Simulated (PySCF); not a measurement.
ECD: SMILES CB(C)C(=C=CC#N)C#N, C7H7BN2

Molfile (atoms numbered from 1):
```
C7H7BN2
     RDKit          3D

 17 16  0  0  0  0  0  0  0  0999 V2000
   -2.4531    0.2286   -0.3319 C   0  0  0  0  0  0  0  0  0  0  0  0
   -0.9112   -0.0348   -0.4506 B   0  0  0  0  0  0  0  0  0  0  0  0
   -0.2909   -0.9546   -1.5611 C   0  0  0  0  0  0  0  0  0  0  0  0
    0.0337    0.6448    0.6131 C   0  0  0  0  0  0  0  0  0  0  0  0
    1.3336    0.4993    0.6030 C   0  0  0  0  0  0  0  0  0  0  0  0
    2.6205    0.2989    0.5456 C   0  0  0  0  0  0  0  0  0  0  0  0
    3.2333   -0.7944    1.1918 C   0  0  0  0  0  0  0  0  0  0  0  0
    3.7443   -1.6846    1.7003 N   0  0  0  0  0  0  0  0  0  0  0  0
   -0.5485    1.4450    1.6272 C   0  0  0  0  0  0  0  0  0  0  0  0
   -1.0539    2.0920    2.4262 N   0  0  0  0  0  0  0  0  0  0  0  0
   -3.0565   -0.3688   -1.0106 H   0  0  0  0  0  0  0  0  0  0  0  0
   -2.8180    0.0616    0.6815 H   0  0  0  0  0  0  0  0  0  0  0  0
   -2.6688    1.2780   -0.5411 H   0  0  0  0  0  0  0  0  0  0  0  0
   -0.4305   -1.9966   -1.2667 H   0  0  0  0  0  0  0  0  0  0  0  0
   -0.7998   -0.8485   -2.5173 H   0  0  0  0  0  0  0  0  0  0  0  0
    0.7760   -0.8172   -1.7239 H   0  0  0  0  0  0  0  0  0  0  0  0
    3.2830    0.9632    0.0048 H   0  0  0  0  0  0  0  0  0  0  0  0
  1  2  1  0
  2  3  1  0
  2  4  1  0
  4  5  2  0
  5  6  2  0
  6  7  1  0
  7  8  3  0
  4  9  1  0
  9 10  3  0
  1 11  1  0
  1 12  1  0
  1 13  1  0
  3 14  1  0
  3 15  1  0
  3 16  1  0
  6 17  1  0
M  END
```

The calculation used TDDFT PBE0/def2-SVPD circular dichroism and optical rotation, one conformer, gas phase (PySCF 2.14.0). Geometry: GFN2-xTB.

No stereocentre is labelled: unless the shape is locked (an allene, a helicene, a hindered biaryl), the mirror image is equally populated and a measured rotation or CD is zero.

(1) List the lowest 16 singlet excitations with oscillator and rotatory strengths.

## Answers

(1) Rotatory strengths R in 10⁻⁴⁰ esu² cm², velocity form and length form (origin at the centre of mass); f in length form.
| state | E (eV) | λ (nm) | f | R (velocity) | R (length) | main |
| --- | --- | --- | --- | --- | --- | --- |
| 1 | 4.41 | 281 | 8e-05 | -0.9 | -0.9 | HOMO→LUMO 0.97 |
| 2 | 5.44 | 228 | 0.003 | +27.9 | +28.3 | HOMO−2→LUMO 0.78, HOMO−1→LUMO+1 0.16 |
| 3 | 5.47 | 227 | 0.015 | +15.1 | +15.3 | HOMO−1→LUMO+1 0.53, HOMO−2→LUMO 0.18 |
| 4 | 5.53 | 224 | 0.010 | -4.5 | -4.5 | HOMO−3→LUMO 0.71, HOMO−1→LUMO+1 0.21 |
| 5 | 5.56 | 223 | 0.190 | -32.8 | -33.3 | HOMO−1→LUMO 0.77, HOMO−3→LUMO 0.11 |
| 6 | 6.23 | 199 | 0.423 | -18.7 | -19.0 | HOMO→LUMO+1 0.74, HOMO−4→LUMO 0.14 |
| 7 | 6.47 | 192 | 0.066 | -36.6 | -37.1 | HOMO−4→LUMO 0.65, HOMO−4→LUMO+1 0.15 |
| 8 | 6.51 | 190 | 0.002 | +17.3 | +17.5 | HOMO−5→LUMO 0.48, HOMO−6→LUMO 0.21 |
| 9 | 6.55 | 189 | 0.037 | +3.3 | +3.5 | HOMO−4→LUMO+1 0.58, HOMO−4→LUMO 0.12 |
| 10 | 6.74 | 184 | 0.038 | -7.7 | -8.2 | HOMO−2→LUMO+1 0.80, HOMO−3→LUMO+1 0.10 |
| 11 | 6.79 | 183 | 0.006 | +3.3 | +3.3 | HOMO−3→LUMO+1 0.56, HOMO−2→LUMO+1 0.17 |
| 12 | 6.80 | 182 | 0.002 | -2.9 | -3.0 | HOMO−6→LUMO 0.41, HOMO−5→LUMO 0.37 |
| 13 | 7.02 | 177 | 0.002 | +0.2 | +0.4 | HOMO→LUMO+2 0.74, HOMO−6→LUMO 0.13 |
| 14 | 7.14 | 174 | 0.069 | -50.7 | -50.9 | HOMO−7→LUMO 0.78, HOMO−6→LUMO 0.14 |
| 15 | 7.26 | 171 | 0.005 | -5.6 | -5.8 | HOMO→LUMO+3 0.30, HOMO→LUMO+4 0.25 |
| 16 | 7.35 | 169 | 0.138 | +46.6 | +47.4 | HOMO−1→LUMO+2 0.68, HOMO−3→LUMO+1 0.09 |

Among the states computed, the strongest CD band (largest |R|) is state 14. The largest dissymmetry factor in size, g = 4R/(D+G), with D and G the electric and magnetic dipole strengths, is +0.087 for state 8 (velocity form, f = 0.002), among bands with |R| over 0.5. The mirror image has the same energies and oscillator strengths and all R with the opposite sign.
